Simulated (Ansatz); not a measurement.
`O[SiH2][GaH][Br]` + NH₃ → `[NH2][GaH][SiH2]O` + HBr  (ligand exchange at a Ga–Br bond)

Calculated with Ansatz (gas phase, PBE0-D4/def2-TZVP geometries, no zero-point term in ΔE). CBS: MP2 limit from def2 TZ/QZ plus the TZ coupled-cluster correction, frozen cores. This one scheme is used for every species. DFT in def2-TZVPP. B3LYP here is the variant with VWN-RPA as its local correlation; programs differ in this. For Br, Ga outer-core shells are correlated without core-valence functions, which leaves a few kJ/mol of doubt a bond. Scalar relativity is left out up to krypton. One conformer a species, not always the lowest.

```tsv
level	ΔE (kJ/mol)
B3LYP-D4	95.5
ωB97X-V	93.3
ωB97M-V	95.1
PBE0	98.6
```

(1) What does CCSD(T)/CBS give? (An estimate is asked.)

Largest T1 diagnostic among the species: 0.014.

## Answers

(1) Ansatz gave: +90.3 kJ/mol. The listed levels differ from it by 5.2, 3.0, 4.8, 8.3 kJ/mol.

From PBE to PBE0 (25 % exact exchange), in def2-TZVPP and without D4, ΔE moves by +5.8 kJ/mol. In def2-TZVPP, CCSD(T) changes the Hartree–Fock value by −21.9 kJ/mol (the triples alone add −2.0 kJ/mol) and MP2 by −19.6 kJ/mol.

CCSD(T)/CBS has its own doubt, a few kJ/mol and more with outer-core shells, so smaller differences from it don't rank the levels.
